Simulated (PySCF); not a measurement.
Vertical excitations of a molecule C4H7FSi from TDDFT-LC-ωPBE/def2-SVPD in PySCF, as energy in eV (oscillator strength): 5.74 (0.864), 7.04 (0.004), 7.06 (0.002), 7.79 (0.000), 7.85 (0.028), 7.88 (0.001), 8.02 (0.009), 8.06 (0.012), 8.16 (0.002), 8.46 (0.000). Lowest triplet (TDA): 3.01 eV. Coordinates come from a ωB97X-D3(BJ)/def2-SVP optimisation. The values are those of a single conformer.

Which molecule gave these data?
A. C=C([SiH3])/C=C\F
B. C[C@H]1[SiH2]C=C1F
C. CC#C[Si@H](C)F
D. C=C/C=C(\F)[SiH3]

D, C=C/C=C(\F)[SiH3]
